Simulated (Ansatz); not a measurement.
C3H9O3Si (SMILES CO[Si](C)([O])OC), doublet (typed; the unrestricted solution is spin-contaminated), at a GFN2-xTB geometry, with bond 14-7 at 3.0 times its length; PBE/STO-3G (Ansatz, an electronic-structure program).

Ansatz was given this input:
Ansatz 0.2 input:
```yaml
crystal:
  periodic: [false, false, false]
  atoms:
    - {symbol: C, position_ang: [2.59041717, -0.43015737, 0.21283822]}
    - {symbol: O, position_ang: [1.29001178, -0.35706475, 0.70058504]}
    - {symbol: Si, position_ang: [-0.01592990, -0.09844419, -0.23473829]}
    - {symbol: C, position_ang: [-0.01923305, 1.94632614, -0.21150278]}
    - {symbol: O, position_ang: [-0.11813903, -0.40803273, -1.72964782]}
    - {symbol: O, position_ang: [-1.18007409, -0.36298798, 0.87069506]}
    - {symbol: C, position_ang: [-2.53470170, -0.44244735, 0.56579521]}
    - {symbol: H, position_ang: [3.15906055, -1.08992391, 0.87110618]}
    - {symbol: H, position_ang: [2.61378923, -0.82099755, -0.80498669]}
    - {symbol: H, position_ang: [3.05406604, 0.56103127, 0.22325465]}
    - {symbol: H, position_ang: [-0.94864208, 2.23880866, -0.67009650]}
    - {symbol: H, position_ang: [0.83712847, 2.24309092, -0.79307905]}
    - {symbol: H, position_ang: [0.05170204, 2.22047767, 0.82805768]}
    - {symbol: H, position_ang: [-3.94434287, -2.42921805, 2.75516245]}
    - {symbol: H, position_ang: [-2.99727137, 0.54652023, 0.63999851]}
    - {symbol: H, position_ang: [-2.69551594, -0.83372921, -0.43934515]}
basis:
  gaussian:
    orbitals: STO-3G
hamiltonian:
  xc: pbe
magnetization: {spin_polarized: true, initial_magnetization: 1}
scf: {lower_state_search: off}
```

It wrote (shortened):

```
Functional definition: PBE
these checks for a lower state are left out or cut short: stability, starts, cluster_reference, orbital_swaps, neighbouring_geometries, increment
650 factors; integrals over basis functions are off by at most 4.7e-5 eV
mean field evaluation 1: about -17027.4666 eV, gradient 3.3e1 eV
mean field evaluation 2: about -16752.5369 eV, gradient 1.5e2 eV
mean field evaluation 4: about -17036.1491 eV, gradient 1.4e1 eV
mean field evaluation 8: about -17034.7483 eV, gradient 1.9e1 eV
mean field evaluation 16: about -17038.7226 eV, gradient 2.8e-1 eV
mean field -17038.72425228 eV, -626.1615670090 hartree, gradient 2.6e-6 eV, S^2 1.522293; 0 other end points of the search recorded, 0 dependent functions left out
reference -17038.72428431 eV, -626.1615681863 hartree; 33, 32 occupied and 15, 16 virtual orbitals, 650 factors
Total energy: -17038.72428431 eV, -626.1615681863 hartree
Checks for a lower state left out: stability, starts, cluster_reference, orbital_swaps, neighbouring_geometries, increment
```
